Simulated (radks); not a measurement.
Problem. The mean radii <r> (bohr) of the occupied orbitals of an atom or ion are listed with their occupations. Calculated with a radial shooting solver on a logarithmic mesh with Libxc functionals: scalar-relativistic Kohn-Sham, PBE, spin-polarised, spherical densities, finite nucleus; Fermi nuclear charge, rms radius of each element as measured or else 0.836 A^(1/3) + 0.57 fm.

| orbital | occ. | <r> |
|---|---|---|
| 1s down | 1 | 0.01867 |
| 1s up | 1 | 0.01867 |
| 2s up | 1 | 0.07898 |
| 2s down | 1 | 0.07897 |
| 2p up | 3 | 0.07058 |
| 2p down | 3 | 0.07058 |
| 3s up | 1 | 0.2047 |
| 3s down | 1 | 0.2045 |
| 3p up | 3 | 0.2046 |
| 3p down | 3 | 0.2044 |
| 3d up | 5 | 0.1854 |
| 3d down | 5 | 0.1851 |
| 4s up | 1 | 0.4439 |
| 4s down | 1 | 0.4444 |
| 4p up | 3 | 0.4651 |
| 4p down | 3 | 0.4658 |
| 4d up | 5 | 0.4809 |
| 4d down | 5 | 0.4820 |
| 4f up | 5 | 0.4802 |

Name the element and its charge. Open shells, if any, are filled with parallel spins first.

Solution. Z = 73, tantalum, charge +22: Ta22+ in [Kr] 4d10 4f5. The 1s radius gives Z: for a bare nucleus <r> = (2 gamma + 1)/(2Z) with gamma = sqrt(1 - (Z/c)^2), 0.01844 bohr for Z = 73, and screening makes it slightly larger (0.01867 here). The occupations add up to 51, and the charge is Z minus that.
